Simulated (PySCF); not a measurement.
Isomers of C6H12O2, from PBE0-D3(BJ)/def2-SVP geometry optimisation, gas phase (PySCF 2.14.0). One conformer each, no zero-point energy, no frequencies.

Problem. Which is lowest in electronic energy at this level?
A. `[CH3:1][CH:2]([CH3:3])[C@H:4]([CH3:5])[C:6](=[O:7])[OH:8]` with C1–C2–C4–C5 -172°, C2–C4–C6–O7 86°, C4–C6–O8–H 178° (2,3-dimethylbutanoic acid): A = 2354, B = 1777, C = 1440 MHz, dipole 1.47 D
B. `[CH3:1][CH:2]([CH3:3])[O:4][CH:5]1[CH2:6][O:7][CH2:8]1` with C1–C2–O4–C5 -67°, C2–O4–C5–C6 -169°, O4–C5–C6–O7 -128°, C5–C6–O7–C8 9°, C6–O7–C8–C5 -9°, O4–C5–C8–O7 123°: A = 4738, B = 1165, C = 1000 MHz, dipole 2.57 D
C. `[CH3:1][C@@H:2]1[CH2:3][O:4][CH2:5][C@H:6]([CH3:7])[O:8]1` with C1–C2–C3–O4 -176°, C2–C3–O4–C5 57°, C3–O4–C5–C6 -57°, O4–C5–C6–C7 176°: A = 3054, B = 1852, C = 1244 MHz, dipole 0.30 D

Solution. A. That is `CC(C)[C@H](C)C(=O)O` (2,3-dimethylbutanoic acid), 27.6 kcal/mol below the next.

```csv
SMILES,mapped SMILES,E (Eh),relative (kcal/mol),relative (kJ/mol),dipole (D)
CC(C)[C@H](C)C(=O)O,[CH3:1][CH:2]([CH3:3])[C@H:4]([CH3:5])[C:6](=[O:7])[OH:8],-385.63210,0.0,0.0,1.47
C[C@@H]1COC[C@H](C)O1,[CH3:1][C@@H:2]1[CH2:3][O:4][CH2:5][C@H:6]([CH3:7])[O:8]1,-385.58809,27.6,115.6,0.30
CC(C)OC1COC1,[CH3:1][CH:2]([CH3:3])[O:4][CH:5]1[CH2:6][O:7][CH2:8]1,-385.54630,53.8,225.2,2.57
```

As drawn, the lowest has a C=O bond, an O–H bond and a C(=O)–O unit, which the highest lacks; the highest has a four-membered ring, which the lowest lacks.
